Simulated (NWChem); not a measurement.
System: GeH4O2; SMILES [OH][GeH2][OH]

```xyz
7

Ge     0.0000     0.0000     0.3407
O     -1.4562    -0.0454    -0.6748
O      1.4562     0.0454    -0.6748
H     -0.0898    -1.2948     1.1590
H      0.0898     1.2948     1.1590
H     -1.5590     0.7478    -1.2119
H      1.5590    -0.7478    -1.2119
```
Atoms are numbered in this order, from 1.

Results from NWChem. Coordinates come from a PBE0/def2-SVP optimisation. Level PBE0/def2-TZVP: single points from the atomic guess with DIIS by default; each run changes one setting, and all converged runs end within 0.3 mHa of each other.

### Question
Which setting needs the most SCF iterations, or fails (DIIS on 3 Fock matrices; no DIIS, 40 % damping; occupation smearing of 0.005 Ha; defaults; DIIS on 20 Fock matrices; core-Hamiltonian guess)?

### Answer
no DIIS, 40 % damping, with 17 against 7 for the defaults.
```tsv
setting	SCF iterations
defaults	7
DIIS on 3 Fock matrices	8
occupation smearing of 0.005 Ha	7
DIIS on 20 Fock matrices	7
no DIIS, 40 % damping	17
core-Hamiltonian guess	13
```
